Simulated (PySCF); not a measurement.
## Correlation energy of Fe⁺ (iron, charge +1)

[Ar] 3d6 4s1, high-spin 6D determinant. Calculation: PySCF 2.14, in x2c-TZVPPall; scalar relativity by spin-free X2C-1e. Frozen: [Ar]; 7 electrons correlated.

```csv
level,correlation energy (mhartree)
CCSD,-145.47
(T),-2.94
CCSD(T),-148.41
```

Diagnostics: T1 = 0.0097, D1 = 0.0227, largest double amplitude 0.025.

Problem. Is a single reference adequate?

Solution. Yes: T1 lies below 0.03 and no double amplitude reaches 0.07.
